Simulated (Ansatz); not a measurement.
The cluster Zr2Se4⁺, relaxed as a doublet with UKS r2SCAN-D4/def2-SVP in Ansatz, starting from the GFN2-xTB geometry. Force threshold 0.02 eV/Å.

In the def2 sets Zr takes a core potential; there is no spin–orbit coupling. Another isomer (doublet) lies 0.18 eV lower at PBE0-D4/def2-TZVP; other spin states weren't run for this one.

Start:

```xyz
6

Zr   -0.9602    0.0830    1.4726
Zr    0.9311   -0.0970   -1.4557
Se   -2.0769   -2.0594    1.0587
Se    1.4255   -0.9213    0.9956
Se   -1.4250    0.9679   -0.9640
Se    2.1055    2.0268   -1.1073
```

| step | energy (eV) | largest force component (eV/Å) | SCF passes |
| --- | --- | --- | --- |
| 1 | -263927.7423 | 2.222 | 27 |
| 2 | -263927.8854 | 2.239 | 34 |
| 3 | -263928.2813 | 0.513 | 36 |
| 4 | -263928.3188 | 0.110 | 29 |
| 5 | -263928.3254 | 0.062 | 31 |
| 6 | -263928.3282 | 0.013 | 30 |
| 7 | -263928.3283 | 0.005 | 24 |
| 8 | -263928.3283 | 0.004 | 23 |
| 9 | -263928.3283 | 0.008 | 24 |
| 10 | -263928.3286 | 0.053 | 33 |
| 11 (rejected) | -263928.3144 | 0.252 | 38 |
| 12 | -263928.3299 | 0.043 | 33 |
| 13 | -263928.3324 | 0.059 | 33 |
| 14 (rejected) | -263928.3228 | 0.407 | 38 |
| 15 | -263928.3353 | 0.092 | 32 |
| 16 (rejected) | -263928.3352 | 0.104 | 32 |
| 17 | -263928.3363 | 0.015 | 30 |

Force components are those of the run's own axes.

End:

```csv
atom,x (Å),y (Å),z (Å)
Zr1,-1.106,-0.051,1.349
Zr2,0.950,0.155,-1.456
Se3,-2.090,-2.202,1.345
Se4,1.261,-0.837,0.866
Se5,-1.405,0.934,-0.960
Se6,2.390,2.000,-1.143
```

By distances, no bond broke or formed. The bond that changes most is Zr1–Se5, from 2.63 to 2.53 Å (atoms count from 1).

The force fell under the threshold at step 6, but the optimiser went on and released 0.008 eV more. No frequencies were taken in this run, so the end may be a saddle point.

Run time 3.3 min (4 threads of Intel Xeon on a shared host).
